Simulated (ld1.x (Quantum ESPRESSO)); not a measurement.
**Transferability test, TM potential for Cd (Z = 48)**

cadmium, norm-conserving Troullier–Martins (Kleinman–Bylander form), made with ld1.x (Quantum ESPRESSO) 7.5 (PBE, non-relativistic). Core [Ar] 3d10, reference 4s2 4p6 4d9 5s0 5p0 (charge +3). Waves: 4s (bound): rc 1.46 bohr; 4d (bound): rc 1.46 bohr; 4p (bound): rc 1.16 bohr. Local part: the p channel. Core correction: none.

Energies are relative to the spin-unpolarised reference configuration 4s2 4p6 4d9 5s0 5p0; without spin polarisation the order of configurations can differ from experiment.

| valence configuration | charge | ΔE all-electron (eV) | error AE − PS (meV) |
| --- | --- | --- | --- |
| 4s2 4p6 4d10 5s2 5p0 | 0 | -63.496 | +1390 |
| 4s2 4p6 4d10 5s0 5p0 | +2 | -38.498 | +5.8 |
| 4s2 4p6 4d8 5s0 5p0 | +4 | 54.690 | +11 |
| 4s2 4p6 4d10 5s1.5 5p0 | +0.5 | -60.016 | +1192 |
| 4s2 4p5 4d10 5s2 5p0 | +1 | 8.935 | +2418 |

(1) What are ΔE and the potential's error for 4s2 4p6 4d9 5s2 5p0?

(2) What are ΔE and the potential's error for 4s2 4p6 4d10 5s1 5p0?

Levels in the configuration 4s2 4p6 4d10 5s1 5p0:

```csv
level,all-electron (eV),pseudo (eV)
4s,-106.568,-106.054
4p,-73.754,-73.270
4d,-21.155,-20.734
5s,-12.354,-13.032
```

Results:

(1) ΔE = -44.559 eV all-electron; the error (AE − PS) is +2254 meV.

(2) ΔE = -54.765 eV all-electron; the error (AE − PS) is +903 meV.
